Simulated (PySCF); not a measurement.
PySCF input file for In(H)(Cl)(OH) (ClH2InO), SMILES [OH][InH][Cl], IEF-PCM-M06-2X/def2-SVP. Coordinates come from a B3LYP-D3(BJ)/def2-TZVP optimisation. The def2 effective core potentials stand for the cores of In; spin–orbit coupling is left out. Other conformers were not sampled.

```python
import numpy as np
from pyscf import gto, scf, dft
from pyscf.solvent import pcm

mol = gto.M(
    atom='''
    In   -0.31775073    0.34697380    0.00000000
    H    -1.95376787    0.81927434    0.00000000
    Cl    0.35052346   -1.89276518    0.00000000
    O     1.30685246    1.49032746    0.00000000
    H     1.10983538    2.43339784    0.00000000
    ''',
    basis='def2-SVP',
    ecp={'In': 'def2-svp'},
    charge=0,
    spin=0,
    max_memory=1600,
    verbose=3,
)
mf = dft.RKS(mol, xc='m06-2x').density_fit(auxbasis='def2-universal-jkfit')
mf.grids.level = 4
mf.conv_tol = 1e-9
mf.max_cycle = 100
mf.kernel()
res = {}
for name, eps in {'water': 78.355, 'cyclohexanone': 15.619, 'chlorobenzene': 5.6968}.items():
    s = mf.PCM()
    s.with_solvent.method, s.with_solvent.eps, s.with_solvent.lebedev_order = 'IEF-PCM', eps, 29
    s.kernel(mf.make_rdm1())
    res[name] = (s.e_tot, eps, s.dip_moment(), s.mo_energy, s.converged)
    print(f'{name}: electrostatic solvation free energy {(s.e_tot - mf.e_tot) * 627.509474:.3f} kcal/mol')
```

Output:

```
converged SCF energy = -726.487329629096

WARN: PCM is an experimental feature. It is still in testing.
Features and APIs may be changed in the future.

converged SCF energy = -726.505426415942
Dipole moment(X, Y, Z, Debye): -3.30524,  3.71616,  0.00000
water: electrostatic solvation free energy -11.356 kcal/mol

WARN: PCM is an experimental feature. It is still in testing.
Features and APIs may be changed in the future.

converged SCF energy = -726.50388696911
Dipole moment(X, Y, Z, Debye): -3.24041,  3.64995,  0.00000
cyclohexanone: electrostatic solvation free energy -10.390 kcal/mol

WARN: PCM is an experimental feature. It is still in testing.
Features and APIs may be changed in the future.

converged SCF energy = -726.500889019463
Dipole moment(X, Y, Z, Debye): -3.11506,  3.51990,  0.00000
chlorobenzene: electrostatic solvation free energy -8.509 kcal/mol
```

Self-consistency was reached.

Cost: about 40 core-seconds (a rough figure).
